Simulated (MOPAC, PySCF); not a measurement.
H9BSi3, SMILES `[SiH3]B([SiH3])[SiH3]`, neutral singlet in the gas phase. 

Z-matrix (Å, degrees):
```
B
Si 1 1.9987
H 2 1.4978 1 115.17
H 2 1.4979 3 108.98 1 -131.05
H 2 1.5075 3 107.51 4 -116.21
Si 1 1.9991 2 118.88 3 24.08
H 6 1.4976 1 115.59 2 154.24
H 6 1.4989 7 108.82 1 129.60
H 6 1.5071 7 107.76 8 115.95
Si 1 1.9995 2 118.76 3 -152.27
H 10 1.4973 1 115.58 2 -153.66
H 10 1.4984 11 108.81 1 -129.65
H 10 1.5065 11 107.75 12 -115.92
```
Charge 0, multiplicity 1.

All levels are single points at this geometry (PBE-D3(BJ)/def2-TZVP); Pople sets use spherical d functions. Orbital energies aren't observables, and empty levels follow the basis.

PBE/6-31G* in PySCF gives gap (eV) = 2.93.

Problem. Estimate the gap (eV) from each of these levels: PBE-D3(BJ)/def2-TZVP in PySCF; B3LYP/LANL2DZ in PySCF; HF/6-31G* in PySCF; PM3 in MOPAC; PM6 in MOPAC.

Solution. 
```
level                          gap (eV)
-----------------------------  --------
PBE-D3(BJ)/def2-TZVP in PySCF      2.82
B3LYP/LANL2DZ in PySCF             4.98
HF/6-31G* in PySCF                11.41
PM3 in MOPAC                       9.94
PM6 in MOPAC                       7.04
```
